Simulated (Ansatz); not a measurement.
Species: prop-2-enylboronic acid, C3H7BO2, net charge 0, singlet state. 
Coordinates optimised at B3LYP-D3(BJ)/def2-TZVP (Ansatz, a quantum-chemistry and plane-wave program):
```
C
H 1 1.0913
H 1 1.0988 2 106.96
C 1 1.4998 2 110.70 3 -118.63
C 4 1.3276 1 125.17 2 -6.12
H 5 1.0825 4 121.51 1 -178.85
H 5 1.0845 6 116.90 4 179.94
H 4 1.0861 5 119.04 6 -0.42
B 1 1.5790 2 110.13 3 115.68
O 9 1.3702 1 118.30 2 -7.89
H 10 0.9627 9 116.19 1 -178.88
O 9 1.3715 10 123.67 11 0.36
H 12 0.9620 9 116.41 10 1.05
```
Charge 0, spin multiplicity 1.

Atomisation energy built up term by term with Ansatz (kcal/mol; UHF references for open shells; valence terms freeze the core; atomic spin-orbit terms are left out). CBS(X,Y): correlation extrapolated as X^-3; Hartree-Fock from the larger set.

| term | basis | kcal/mol |
|---|---|---|
| Hartree-Fock | cc-pVQZ | 987.37 |
| CCSD correlation | CBS(cc-pVTZ,cc-pVQZ) | ___ |
| (T) | CBS(cc-pVTZ,cc-pVQZ) | ___ |
| core correlation | cc-pwCVTZ | 5.62 |
| scalar relativity (X2C) | cc-pVTZ-DK against cc-pVTZ | -1.15 |
| sum: De |  | ___ |

**Question.** Complete the blanks.

**Answer.** 
- CCSD correlation, kcal/mol: 318.52
- (T), kcal/mol: 22.10
- sum: De, kcal/mol: 1332.5
